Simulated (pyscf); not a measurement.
# HGa=AsH, singlet

Gas-phase minimum from PySCF at ωB97X-D3(BJ)/def2-SVP, one conformer. HGa=AsH lies 12.3 kcal/mol over its isomer Ga–AsH₂ [singlet], and others may lie lower still (electronic energy, ωB97M-D3(BJ)). 

SMILES: [GaH]=[AsH]
```xyz
4

Ga     0.4568     0.7531     0.4610
As     1.0075     0.5800    -1.6644
H      0.0236     0.8434     1.9516
H     -0.2830    -0.2624    -1.6433
```

Bond lengths (Å): Ga1–As2 2.202, Ga1–H3 1.555, As2–H4 1.541. Angles (°): As2–Ga1–H3 178.0, Ga1–As2–H4 79.7.

Properties at ωB97X-D3(BJ)/def2-SVP:

- Harmonic wavenumbers, unscaled = 323, 377, 409, 604, 2023, 2152 cm⁻¹
- Zero-point energy = 8.4 kcal/mol
- Rotational symmetry number = 1
- Entropy of this conformer at 298 K and 1 atm, rigid rotor and harmonic oscillator, modes under 100 cm⁻¹ raised to 100 = 281.9 J/(mol K)
- Dipole moment = 2.68 D

Single-point totals, which compare only within one level (frozen core for MP2 and CC):

```
level                   total energy (hartree)
----------------------  ----------------------
ωB97X-D3(BJ)/def2-TZVP             -4161.81296
PBE/def2-TZVP                      -4161.28448
r²SCAN/def2-TZVP                   -4161.89147
B3LYP-D3(BJ)/def2-TZVP             -4162.01344
PBE0-D3(BJ)/def2-TZVP              -4161.38773
M06-2X/def2-TZVP                   -4161.91110
ωB97M-D3(BJ)/def2-TZVP             -4161.95129
HF/def2-TZVPP                      -4158.58963
MP2/def2-TZVPP                     -4159.07768
CCSD/def2-TZVPP                    -4159.08279
CCSD(T)/def2-TZVPP                 -4159.10545
```

The CCSD(T) − MP2 part came from Ansatz, without density fitting, on the same reference. The frozen core leaves the outer d or s,p core shells of the metals and heavy elements correlated in the MP2 and CC values, and def2-TZVPP describes them poorly, so these totals are far from the basis limit. Elements up to Kr have no core potential and no relativistic terms here.
